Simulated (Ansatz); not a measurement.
Correlation energies of `B[SiH](F)BCl` by basis set

```
atom   x (Å)   y (Å)   z (Å)
  B1   1.241   1.046   0.482
 Si2   0.409  -0.635  -0.207
  F3   1.066  -1.164  -1.580
  B4  -1.574  -0.337  -0.438
 Cl5  -2.503   0.045   0.983
  H6   2.086   1.651  -0.106
  H7   0.850   1.482   1.525
  H8   0.591  -1.710   0.814
  H9  -2.166  -0.379  -1.473
```

Charge 0, multiplicity 1. All single points use the PBE0-D4/def2-TZVP geometry. It is one conformer, not always the lowest. Frozen core, restricted reference, Ansatz. CBS rows extrapolate triple and quadruple zeta; past MP2 they add the triple-zeta difference.

```tsv
basis	HF (Eh)	MP2 corr.
def2-SVP	-899.25606	-0.56976
def2-TZVPP	-899.70563	-0.74711
def2-QZVPP	-899.73436	-0.81297
```

**Question.** Estimate the CCSD correlation energy and the (T) correction in each basis where they were run (hartree).

**Answer.** 
| basis | CCSD corr. | (T) |
| --- | --- | --- |
| def2-SVP | -0.62687 | -0.01448 |
| def2-TZVPP | -0.80356 | -0.02902 |
| CBS(def2) | -0.91822 | as TZ |
